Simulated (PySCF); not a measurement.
## NiO₂⁻, quartet: structure and spectrum

Computed with PySCF, UPBE0, basis Ni def2-SVPD, O def2-SVPD (no relativity, density fitting).

The structure is a minimum.

| Item | Value |
| --- | --- |
| Point group | D∞h |
| Bond lengths | Ni–O 1.655 Å (×2) |
| Bond angles | O–Ni–O 180.0° |
| Enthalpy at 298.15 K above 0 K | 12.39 kJ/mol |
| Rotational constants | 0.1924 cm⁻¹ |
| Heat capacity Cp at 298.15 K | 50.2 J/(mol K) |
| Rotational symmetry number | 2 |
| Lowest empty level (β) | 1.78 eV |
| Principal quadrupole moments (Buckingham, traceless) about the centre of mass | -22.00, 11.00, 11.00 D Å |
| Highest occupied level (β) | -1.34 eV |
| Principal polarisabilities | 38.6, 38.6, 91.8 bohr³ |
| Zero-point energy | 11.7 kJ/mol |
| Dipole moment about the centre of mass | 0.00 D |
| Spin squared ⟨S²⟩ | 3.785 |
| Entropy at 298.15 K and 1 bar (electronic part: spin only) | 260.4 J/(mol K) |

Harmonic modes (masses in u: Ni 57.935, O 15.995):
```csv
symmetry,ω (cm⁻¹),"IR (km/mol, summed over degenerate members)",type
πu,156,171,bend
σg+,767,0.0,stretch
σu+,875,325,stretch
```

In D∞h the vibrations span πu + σg+ + σu+. The σg+ mode carries no infrared intensity, as symmetry demands. With a centre of inversion only u modes can be infrared active and only g modes Raman active.

Charges (e); Mulliken and Löwdin values are unreliable with diffuse functions:
```
atom  Mulliken  Löwdin  polar tensor  spin (Mulliken)  Mayer order to Ni1
 Ni1      1.10    0.90          1.13             1.80                   –
O2,3     -1.05   -0.95         -1.06             0.60                1.21
```

Mulliken populations on Ni1: s 6.44, p 12.22, d 8.24, f 0.00.

Formally Ni is in oxidation state +3, d7, with 3 unpaired electrons (the high-spin count). The Mulliken spin on Ni is 1.80. The polar-tensor charge on Ni, 1.13, is far below the formal one.

Only a few start shapes were tried, so a lower isomer may exist. Other spin states or occupations of the open shell can lie lower. The lowest empty level of this anion is unbound, so it and the gap depend on the basis.

The final relaxation and frequency run took of the order of 40 core-seconds on a shared host.
